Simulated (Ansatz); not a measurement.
Total energies of InH2F from Ansatz at PBE0-D4/def2-TZVP, gas phase (1 Eh = 27.2114 eV = 2625.5 kJ/mol). The reference geometry is relaxed at PBE0-D4/def2-TZVP.

```
                 state                      geometry  energy (Eh)
      charge 0 singlet                     reference   -291.13236
      charge 1 doublet                     reference   -290.72325
      charge 1 doublet  relaxed at PBE0-D4/def2-TZVP   -290.75049
free In atom (doublet)                             –   -190.11398
 free H atom (doublet)                             –     -0.50104
 free F atom (doublet)                             –    -99.67617
```

In the def2 sets In takes a core potential; there is no spin–orbit coupling.

(1) Work out the vertical ionisation energy to the doublet.

(2) How much does the charge 1 doublet relax, and what is the adiabatic ionisation energy?

(3) What is the binding energy per atom against free atoms?

(1) E(charge 1 doublet) − E(charge 0 singlet) = -290.72325 − (-291.13236) = 0.40911 Eh = 11.13 eV. For comparison, −ε of the highest occupied level is 8.74 eV at this level, 2.39 eV less.

(2) Relaxation: -290.72325 − (-290.75049) = 0.02724 Eh = 0.74 eV. Adiabatic ionisation energy: 0.38187 Eh = 10.39 eV, without zero-point energy. Bonds change on the way (1 lost, 0 formed), so the relaxed form is another species. 

(3) Atoms: 1 × (-190.11398) + 2 × (-0.50104) + 1 × (-99.67617) = -290.79223 Eh. Binding: -290.79223 − (-291.13236) = 0.34013 Eh = 9.26 eV, or 2.31 eV for each of 4 atoms (no zero-point energy, no counterpoise term).
